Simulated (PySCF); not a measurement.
H2AlCl3GeO2, SMILES [OH][Al]([OH])[Ge]([Cl])([Cl])[Cl], PBE0/def2-SVP optimised geometry.

```
9

Ge     0.59    -2.25     0.00
Cl     2.75    -2.25     0.00
Cl    -0.01    -3.39    -1.74
Cl    -0.01    -3.40     1.73
Al    -0.41     0.00     0.00
O     -2.09     0.01     0.08
O      0.66     1.30    -0.08
H     -2.75     0.71     0.09
H      0.53     2.25    -0.10
```

Density from PBE0/def2-TZVP in PySCF 2.14.0 at that geometry.

Minimum of the electron density along straight lines between bonded atoms, close to the bond critical point (lines longer than 1.1 times the sum of covalent radii, or with two minima, are not listed):

| bond | length / Å | ρ at the minimum / e bohr⁻³ | ∇²ρ there / e bohr⁻⁵ | position (fraction from the first atom) |
|---|---|---|---|---|
| Ge1–Cl2 | 2.158 | 0.105 | 0.16 | 0.43 |
| Ge1–Cl3 | 2.163 | 0.104 | 0.16 | 0.43 |
| Ge1–Cl4 | 2.163 | 0.104 | 0.16 | 0.43 |
| Ge1–Al5 | 2.457 | … | … | 0.65 |
| Al5–O6 | 1.685 | 0.111 | 0.84 | 0.43 |
| Al5–O7 | 1.685 | 0.111 | 0.84 | 0.43 |
| O6–H8 | 0.957 | 0.357 | -2.47 | 0.81 |
| O7–H9 | 0.957 | 0.357 | -2.47 | 0.81 |

### Question
Some entries are withheld; supply them.

### Answer

- Ge1–Al5, ρ at the minimum / e bohr⁻³: 0.062
- Ge1–Al5, ∇²ρ there / e bohr⁻⁵: 0.04
